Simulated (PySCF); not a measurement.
SMILES [GeH3][CH2][SiH2]c1cccs1, singlet (GFN2-xTB optimised geometry):

```
18

Ge    -1.773    -3.310    -0.004
C     -0.569    -1.766    -0.011
Si    -1.545    -0.140     0.001
C     -0.321     1.277     0.000
C      1.044     1.277     0.000
C      1.615     2.566     0.000
C      0.675     3.546     0.000
S     -0.919     2.904     0.000
H     -2.674    -3.310    -1.196
H     -1.021    -4.608    -0.019
H     -2.646    -3.321     1.209
H      0.070    -1.816    -0.892
H      0.084    -1.820     0.859
H     -2.383    -0.049     1.205
H     -2.395    -0.040    -1.194
H      1.626     0.372     0.000
H      2.674     2.754     0.000
H      0.816     4.608     0.000
```

Computed with PBE0/def2-SVP run with PySCF 2.14.0.

Task: What are the frontier orbital energies and the dipole moment?

Result: HOMO-2 -8.53 eV, HOMO-1 -7.30 eV, HOMO -6.92 eV, LUMO -0.61 eV, LUMO+1 0.68 eV; dipole moment 1.38 D.

On the same geometry PBE/def2-SVP run with PySCF 2.14.0 gives HOMO-2 -7.27 eV, HOMO-1 -6.21 eV, HOMO -5.84 eV, LUMO -1.42 eV, LUMO+1 -0.17 eV; dipole moment 1.32 D.

Meta-Löwdin charges at PBE0/def2-SVP: Ge1 0.36, C2 -0.60, Si3 0.62, C4 -0.34, C5 -0.12, C6 -0.14, C7 -0.23, S8 0.25, H9 -0.07, H10 -0.06, H11 -0.07, H12 0.13, H13 0.13, H14 -0.10, H15 -0.10, H16 0.11, H17 0.12, H18 0.13.
